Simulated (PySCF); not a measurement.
C₆ coefficients of unlike pairs at PBE

Calculated with PySCF 2.14 from the dipole response of each species, C₆(A,B) = (3/π) ∫ α_A(iu) α_B(iu) du, in atomic units, from isotropic polarisabilities. For ions this is the dispersion term alone; charge-induced terms of lower order in 1/R come first.

| species | configuration | basis | relativity | α (bohr³) | C₆ (like pair) |
| --- | --- | --- | --- | --- | --- |
| S²⁺ | [Ne] 3s2 3p2 (3P) | aug-cc-pwCVTZ (8s7p5d3f) | none | 7.324 | 26.54 |
| As²⁺ | [Ar] 3d10 4s2 4p1 (2P) | def2-TZVPPD (7s5p5d1f) | none | 10.57 | 45.60 |
| Cr²⁺ | [Ar] 3d4 (5D) | aug-cc-pVTZ-DK (8s7p5d3f2g) | spin-free X2C | 4.684 | 14.04 |
| Br³⁺ | [Ar] 3d10 4s2 4p2 (3P) | aug-cc-pVTZ-PP with one added diffuse shell each of s, d, f type with ECP10MDF (7s5p5d3f) | core potential | 6.015 | 22.11 |

Problem. Estimate C₆ for Br³⁺ with Cr²⁺.

Solution. The integral gives 17.39. The combination rule 2 C_A C_B / (C_A α_B/α_A + C_B α_A/α_B) gives 17.61 and the geometric mean 17.62.

No spin-orbit coupling is included.

The other pairs:

| pair | C₆ |
| --- | --- |
| Br³⁺, As²⁺ | 31.20 |
| Cr²⁺, As²⁺ | 24.17 |
| As²⁺, S²⁺ | 34.64 |
| Br³⁺, S²⁺ | 24.10 |
| Cr²⁺, S²⁺ | 18.78 |
